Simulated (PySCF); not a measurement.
Simulated outer-valence photoelectron spectrum of `FC(=[Se])C(F)F`. Computed with EOM-IP-CCSD/aug-cc-pVDZ in PySCF, restricted Hartree–Fock reference, 14 core orbitals frozen, non-relativistic, gas phase, PBE0-D3(BJ)/def2-SVP geometry.

Each root has a Gaussian of 0.4 eV full width with its one-hole share as area; cross sections and vibrations are left out, and the highest printed point is 100.

ionisation energy (eV), intensity and a bar:
```
      9.0          0 
      9.2          9 ###
      9.4         50 ###############
      9.6         71 #####################
      9.8         25 ########
     10.0          2 #
     10.2          0 
     10.4          0 
     10.6          0 
     10.8          8 ###
     11.0         49 ###############
     11.2         72 ######################
     11.4         26 ########
     11.6          2 #
     11.8          0 
     12.0          0 
     12.2          0 
     12.4          5 #
     12.6         38 ############
     12.8         74 ######################
     13.0         36 ###########
     13.2          4 #
     13.4          0 
     13.6          0 
     13.8          0 
     14.0          0 
     14.2          2 #
     14.4         23 #######
     14.6         69 #####################
     14.8         53 ################
     15.0         31 #########
     15.2         69 #####################
     15.4         65 ###################
     15.6         68 ####################
     15.8        100 ##############################
     16.0         94 ############################
     16.2         43 #############
     16.4         11 ###
     16.6         39 ############
     16.8         72 ######################
     17.0         33 ##########
     17.2          4 #
```

Where are the maxima, and how many lines lie under the curve?

7 maxima, at 9.6, 11.2, 12.8, 14.7, 15.3, 15.9 and 16.8 eV, from 8 lines. At this width some lines have no maximum of their own.

List the lines with their holes.

```tsv
E (eV)	leading hole (HF orbital)	area	Koopmans (eV)
9.55	HOMO	0.96	9.95
11.15	HOMO-1	0.96	11.02
12.79	HOMO-2	0.95	14.32
14.66	HOMO-3	0.94	16.48
15.27	HOMO-4	0.94	17.95
15.73	HOMO-5	0.94	18.12
16.02	HOMO-6	0.94	18.99
16.79	HOMO-7	0.93	19.87
```

The widest gap, 1.87 eV, lies between 12.79 and 14.66 eV. Only orbitals with −ε under 21 eV, eight at most, were ionised, so the high end of the curve may lack lines.

The values belong to the conformer `[F:1][C:2](=[Se:3])[CH:4]([F:5])[F:6]`: F1–C2–C4–F5 -59°.
